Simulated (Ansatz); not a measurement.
Harmonic frequencies (cm⁻¹) at PBE0-D4/def2-TZVP from Ansatz: 171, 171, 197, 266, 266, 692, 692, 698, 1038.

Which molecule is it?
A. `[O]=[Ta]([F])([F])[F]`
B. `[O]=[Ta]([OH])([F])[F]`
C. `[NH]=[Ta]([F])([F])[F]`
D. `[F][Ta]([F])([Cl])([Cl])[Cl]`

A.
